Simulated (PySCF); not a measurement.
B97-3 on Zr (zirconium, neutral), [Kr] 4d1 5s2 6s1, high-spin 3D determinant (an excited configuration). Calculation: PySCF 2.14, in aug-cc-pwCVDZ-PP with ECP28MDF (6s6p5d3f, 70 functions); scalar relativity through the core potential.

```
cycle= 4 E= -46.5750029414894  delta_E= 0.00173  |g|= 0.0435  |ddm|= 0.0747
cycle= 5 E= -46.5818958157489  delta_E= -0.00689  |g|= 0.0278  |ddm|= 0.626
cycle= 6 E= -46.5826767023145  delta_E= -0.000781  |g|= 0.0251  |ddm|= 0.0565
cycle= 7 E= -46.5842542286303  delta_E= -0.00158  |g|= 0.0103  |ddm|= 0.212
cycle= 8 E= -46.5846866224549  delta_E= -0.000432  |g|= 0.0037  |ddm|= 0.175
cycle= 9 E= -46.584698106649  delta_E= -1.15e-05  |g|= 0.00338  |ddm|=  0.1
cycle= 10 E= -46.5847283924594  delta_E= -3.03e-05  |g|= 0.00129  |ddm|= 0.0617
cycle= 11 E= -46.5847328326007  delta_E= -4.44e-06  |g|= 0.000531  |ddm|= 0.03
cycle= 12 E= -46.5847337343047  delta_E= -9.02e-07  |g|= 0.000147  |ddm|= 0.011
cycle= 13 E= -46.5847338188388  delta_E= -8.45e-08  |g|= 5.11e-05  |ddm|= 0.00789
cycle= 14 E= -46.5847338372962  delta_E= -1.85e-08  |g|= 2.19e-05  |ddm|= 0.00226
cycle= 15 E= -46.5847338426658  delta_E= -5.37e-09  |g|= 9.75e-06  |ddm|= 0.000867
cycle= 16 E= -46.5847338435524  delta_E= -8.87e-10  |g|= 4.45e-06  |ddm|= 0.000766
converged SCF energy = -46.5847338435524  <S^2> = 2.9585013  2S+1 = 3.582458
```

Highest occupied orbital energy: -1.624 eV; ⟨L²⟩ = 10.92; populations by l: s 4.18, p 6.00, d 1.82, f 0.00.

(1) Can this result be used?

Results:

(1) Not for this state. The run converged. ⟨L²⟩ = 10.92 against 6 for a pure D term, so this real determinant mixes terms. Energies and moments cover only the electrons outside the core potential. ⟨S²⟩ = 2.96 against 2.00 shows spin contamination. The outer electron is Rydberg-like, and this basis confines it to a smaller radius and binds it less than a complete one would. The s, p, d and f populations moved away from the nominal configuration during the SCF.
